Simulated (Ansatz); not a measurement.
InPH₆⁺, that is In(PH3)H3 with one electron fewer. Total charge 1; doublet. Geometry B3LYP-D4/def2-TZVP; atoms count from 1.

```xyz
8

In   -0.6676   -1.2592   -0.4237
P     0.8834    0.8205    0.5165
H     1.4121    1.7175   -0.4264
H     2.0460    0.4218    1.1996
H     0.3028    1.6944    1.4509
H    -0.0139   -1.5087   -1.9620
H    -2.3978   -0.2195   -1.3038
H    -1.5649   -1.6668    0.9490
```

In the def2 sets In takes a core potential; there is no spin–orbit coupling.

Q: Estimate the Mulliken populations from the PBE0/def2-TZVP orbitals of Ansatz.

A: 
```
atom  charge (e)  spin (α − β)
 In1        0.36          0.15
  P2       -0.16         -0.01
  H3        0.17          0.00
  H4        0.17          0.00
  H5        0.17          0.00
  H6        0.06          0.03
  H7        0.17          0.79
  H8        0.06          0.03
```
Mulliken values and Mayer orders depend strongly on the basis.

Q: Where does the spin sit?

A: Summed by element: In 0.15, P -0.01, H 0.86, of 1 unpaired in all. Largest on single atoms: H7 0.79, In1 0.15, H6 0.03.

Q: And the Mayer bond orders between bonded heavy atoms (over 0.3)?

A: In1–P2 0.54 (2.76 Å).
